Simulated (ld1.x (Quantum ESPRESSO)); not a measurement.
# Which change was made? (Os, TM)

ld1.x (Quantum ESPRESSO) 7.5 input, shortened:

```
&input
   title='Os', zed=76., rel=0, dft='PBESOL', iswitch=3,
   config='[Xe] 4f14 5d6 5f-2 6s2 6p0'
 /
 &inputp
   pseudotype=2, tm=.true., lloc=2,
   nlcc=.false.
 /
4
6S  1  0   2.00   0.00  2.20  2.20  0.0
6P  2  1   0.00   0.00  3.40  3.40  0.0
5F  4  3  -2.00   0.30  2.75  2.75  0.0
5D  3  2   6.00   0.00  2.15  2.15  0.0
 &test
   configts(1)='5d6 6s2 6p0'
 /
```

Cutoffs, loose and tight: the cutoffs (Ry, on a coarse ladder) from which the occupation-weighted sum of valence levels, in a spherical-Bessel basis at the reference potential, stays within 10 and 1 mRy of its value at 400 Ry. They do not see the model core or the augmentation charge, which bear on the density cutoff. Test errors are all-electron minus pseudo excitation energies from the reference, over the configurations 5d6 6s1 6p0; 5d6 6s0 6p0; 5d5 6s0 6p0; 5d5 6s2 6p1; 5d6.5 6s1.5 6p0; 5d6 6s0 6p2; 5d6 6s0 6p1; variants that change the core or the reference have their own tests. The largest error is taken over the tests solved by every variant that gives reliable tests at all, those not shown here included: 5d5 6s0 6p0; 5d6 6s0 6p0; 5d6 6s1 6p0; 5d6.5 6s1.5 6p0.

The base gives: outcome: generated; cutoff, loose: 35 Ry; cutoff, tight: 45 Ry; bound ghosts: s, p; largest test error (meV): +35.

(1) After one change the result is: outcome: generated; cutoff, loose: 30 Ry; cutoff, tight: 35 Ry; bound ghosts: f, s, p; largest test error (meV): +47. Which change was it?
A. all radii scaled by about 1.15 (s 2.54, p 3.92, d 2.48, f 3.18 bohr)
B. all radii scaled by about 0.83 (s 1.82, p 2.80, d 1.78, f 2.28 bohr)
C. all radii scaled by about 1.37 (s 3.02, p 4.66, d 2.94, f 3.76 bohr)

Results:

(1) A. The others give: all radii scaled by about 1.37 (s 3.02, p 4.66, d 2.94, f 3.76 bohr) → outcome: generated; cutoff, loose: 30 Ry; cutoff, tight: 35 Ry; bound ghosts: s; largest test error (meV): +10 | all radii scaled by about 0.83 (s 1.82, p 2.80, d 1.78, f 2.28 bohr) → outcome: generated; cutoff, loose: 55 Ry; cutoff, tight: 100 Ry; bound ghosts: s, p; largest test error (meV): +177.
